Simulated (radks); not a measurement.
Charge is removed step by step from the 3s down level of neutral iridium, starting from [Ne] 3s(up 1, down 1) 3p6 3d10 4s2 4p6 4d10 4f14 5s2 5p6 5d7 6s2. All-electron calculation, scalar-relativistic Kohn-Sham, PBE, spin-polarised, spherical densities, point nucleus; open shells are filled with parallel spins first (spin-orbit coupling, left out, can overturn this in heavy ions). Program: a radial shooting solver on a logarithmic mesh with Libxc functionals.

| removed (e) | E - E(0) (eV) | eigenvalue (eV) | E minus straight line (eV) |
|---|---|---|---|
| 0 | 0.000 | -3115.1 | 0.000 |
| 0.1 | 311.36 | -3120.6 | -2.554 |
| 0.2 | 623.29 | -3126.2 | -4.550 |
| 0.3 | 935.77 | -3131.9 | -5.983 |
| 0.4 | 1248.8 | -3137.5 | -6.850 |
| 0.5 | 1562.4 | -3143.2 | -7.149 |
| 0.6 | 1876.6 | -3149.0 | -6.875 |
| 0.7 | 2191.4 | -3154.7 | -6.026 |
| 0.8 | 2506.8 | -3160.5 | -4.599 |
| 0.9 | 2822.7 | -3166.3 | -2.592 |
| 1 | 3139.2 | -3172.2 | 0.000 |

Removing the whole electron costs 3139.2 eV by Delta-SCF, against 3115.1 eV from minus the eigenvalue at the starting occupation. Slater's transition state (half an electron removed) gives 3143.2 eV. Integrating minus the eigenvalue over the occupation (Janak's theorem) gives 3143.4 eV. In this scalar-relativistic scheme the density is built from large components alone, so the theorem holds only approximately. The mean slope of the eigenvalue, de/dn, is 57.1 eV per electron.
